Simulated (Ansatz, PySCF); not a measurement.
Conformational energy of SMILES C1C(C=C)CCCC1 (C₈H₁₄), singlet. Scanned: dihedral C1–C2–C3–C4; all other coordinates were relaxed at B3LYP-D3(BJ)/def2-SVP. Heavy atoms are numbered in the order of the SMILES C=CC1CCCCC1, hydrogens after them in the order of the atoms that carry them; the mirror image has the same energies with the sign of each dihedral reversed.

- CCSD(T)/cc-pVDZ = Ansatz (a first-principles code) with CCSD(T) on RHF/cc-pVDZ, frozen core // B3LYP-D3(BJ)/def2-SVP
- MP2/cc-pVTZ = MP2 on RHF/cc-pVTZ, frozen core // B3LYP-D3(BJ)/def2-SVP (Ansatz)
- RKS-LDA (SVWN5)/6-31G* = PySCF with restricted LDA (SVWN5)/6-31G*, spherical d, density fitting // B3LYP-D3(BJ)/def2-SVP

Energies in kJ/mol, each method relative to its own lowest point.

| φ / ° | CCSD(T)/cc-pVDZ | MP2/cc-pVTZ | RKS-LDA (SVWN5)/6-31G* |
|---|---|---|---|
| -165 | 6.4 | 7.0 | 7.1 |
| -135 | 0.4 | 0.4 | 1.2 |
| -105 | 0.0 | 0.0 | 1.0 |
| -75 | 5.7 | 6.3 | 6.4 |
| -45 | 8.7 | 9.3 | 7.8 |
| -15 | 3.5 | 3.3 | 0.9 |
| 15 | 2.5 | 2.0 | 0.5 |
| 45 | 7.3 | 7.6 | 7.8 |
| 75 | 7.8 | 8.1 | 8.7 |
| 105 | 3.1 | 2.5 | 1.6 |
| 135 | 2.7 | 2.4 | 0.0 |
| 165 | 8.3 | 8.9 | 7.0 |
